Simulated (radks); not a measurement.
Results of a calculation; reference values are marked as such.
Problem. Code: a radial shooting solver on a logarithmic mesh with Libxc functionals. Model: scalar-relativistic Kohn-Sham, PBE, spin-unpolarised, spherical densities, finite nucleus; Fermi nuclear charge, rms radius of each element as measured or else 0.836 A^(1/3) + 0.57 fm. Each species is in its NIST ground configuration. Rank Os, Ir, Au, Re, Hf, Hg, Pt, W, Lu, Ta by radius at which the density is 0.001 e/bohr^3 (bohr), largest first.

Solution. Lu 5.06, Hf 4.99, Ta 4.89, W 4.79, Re 4.70, Os 4.61, Ir 4.52, Pt 4.36, Hg 4.31, Au 4.28.
